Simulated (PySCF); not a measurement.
`C/C=C\C[As](C)[SiH3]`, C₅H₁₃AsSi

Geometry (Å), atoms numbered from 1 in this order:
```xyz
20

C    -2.6682   -0.2711    0.9097
C    -2.0493   -1.2301   -0.0540
C    -1.0379   -0.9504   -0.8660
C    -0.3553    0.3701   -0.9703
As    0.6742    0.8193    0.6892
C     1.9178    2.1007   -0.1643
Si    2.0910   -1.0241    0.6119
H    -2.2208   -0.4012    1.8990
H    -2.5089    0.7616    0.6020
H    -3.7376   -0.4523    1.0008
H    -2.4617   -2.2305   -0.0491
H    -0.6506   -1.7344   -1.5051
H    -1.0868    1.1709   -1.1289
H     0.3312    0.3743   -1.8209
H     2.7190    2.3613    0.5271
H     2.3622    1.6913   -1.0709
H     1.3890    3.0194   -0.4240
H     3.3142   -0.7802    1.3891
H     2.5319   -1.3698   -0.7500
H     1.4412   -2.2142    1.1715
```

Level of theory: GIAO HF/pcSseg-1 magnetisability, rotational g tensor and spin-rotation constants, non-relativistic, gas phase in PySCF. Geometry: GFN2-xTB.

The calculation is non-relativistic, which matters for the atoms heavier than Zn.

Task: Give the nuclear spin-rotation constants along the inertial axes (H = +C I·J) beside the isotropic shieldings.

Result: Rotational constants 2.1008, 1.0063, 0.8501 GHz. A star marks the isotopologue with that one atom substituted, in its own axes.
| atom | isotope | Caa (kHz) | Cbb (kHz) | Ccc (kHz) | mean (kHz) | σ (ppm) |
| --- | --- | --- | --- | --- | --- | --- |
| As5 | 75As | 1.999 | 1.253 | 1.004 | 1.419 | 1800.9 |
| H8 | 1H | -0.180 | -0.102 | -0.004 | -0.095 | 30.3 |
| H9 | 1H | -0.180 | 0.001 | -0.086 | -0.088 | 30.0 |
| H10 | 1H | 0.035 | -0.109 | -0.089 | -0.054 | 30.6 |
| H11 | 1H | -0.047 | 0.012 | -0.094 | -0.043 | 26.4 |
| H12 | 1H | -0.224 | 0.023 | -0.032 | -0.077 | 26.3 |
| H13 | 1H | -0.182 | 0.017 | -0.092 | -0.086 | 29.3 |
| H14 | 1H | -0.144 | -0.114 | -0.014 | -0.091 | 30.4 |
| H15 | 1H | -0.059 | -0.111 | -0.066 | -0.079 | 31.4 |
| H16 | 1H | -0.225 | -0.087 | -0.017 | -0.110 | 31.3 |
| H17 | 1H | -0.220 | 0.005 | -0.092 | -0.102 | 31.0 |
| H18 | 1H | 0.022 | -0.094 | -0.063 | -0.045 | 28.6 |
| H19 | 1H | -0.198 | -0.084 | 0.017 | -0.088 | 28.6 |
| H20 | 1H | -0.083 | -0.041 | -0.062 | -0.062 | 28.4 |
| C1 | 13C* | 0.273 | 0.125 | 0.111 | 0.169 | 177.0 |
| C2 | 13C* | 0.579 | 0.420 | 0.205 | 0.401 | 56.0 |
| C3 | 13C* | 0.529 | 0.422 | 0.205 | 0.385 | 61.4 |
| C4 | 13C* | 0.278 | 0.155 | 0.110 | 0.181 | 170.3 |
| C6 | 13C* | 0.231 | 0.128 | 0.087 | 0.148 | 187.0 |
| Si7 | 29Si* | -1.137 | -0.468 | -0.427 | -0.677 | 455.2 |

For the geometry as given, no vibrational averaging.

Task: How do the rotational constants and the g tensor change when H8, H9, H10, H11, H12, H13, H14, H15, H16, H17, H18, H19, H20 are replaced by deuterium?

Result: Constants 1.7288, 0.8522, 0.7244 GHz; g -0.0112, -0.0069, -0.0045, against -0.0133, -0.0082, -0.0053 before.
